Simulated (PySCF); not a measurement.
C10H14, SMILES CCCCc1ccccc1 (GFN2-xTB optimised geometry):

```
24

C     -1.480    -2.708    -3.848
C     -0.923    -2.437    -2.456
C     -2.036    -2.192    -1.441
C     -1.493    -1.903    -0.036
C     -0.715    -0.619     0.000
C     -1.381     0.601     0.002
C     -0.677     1.792     0.001
C      0.708     1.780    -0.001
C      1.381     0.571     0.000
C      0.674    -0.619     0.000
H     -2.060    -1.856    -4.198
H     -2.128    -3.582    -3.838
H     -0.674    -2.887    -4.556
H     -0.268    -1.564    -2.490
H     -0.322    -3.291    -2.134
H     -2.683    -3.071    -1.398
H     -2.643    -1.346    -1.772
H     -2.334    -1.837     0.659
H     -0.855    -2.732     0.280
H     -2.462     0.617     0.007
H     -1.209     2.732     0.004
H      1.259     2.709     0.000
H      2.462     0.553     0.000
H      1.206    -1.560     0.001
```

Method: CAM-B3LYP/def2-SVP run with PySCF.

Task: What are the frontier orbital energies and the dipole moment?

Result: HOMO-2 -10.35 eV, HOMO-1 -8.38 eV, HOMO -8.08 eV, LUMO 1.16 eV, LUMO+1 1.25 eV; dipole moment 0.27 D.

Meta-Löwdin charges at CAM-B3LYP/def2-SVP: C1 -0.28, C2 -0.15, C3 -0.15, C4 -0.17, C5 0.02, C6 -0.12, C7 -0.10, C8 -0.11, C9 -0.10, C10 -0.12, H11 0.09, H12 0.09, H13 0.09, H14 0.09, H15 0.08, H16 0.08, H17 0.08, H18 0.09, H19 0.09, H20 0.10, H21 0.10, H22 0.10, H23 0.10, H24 0.10.
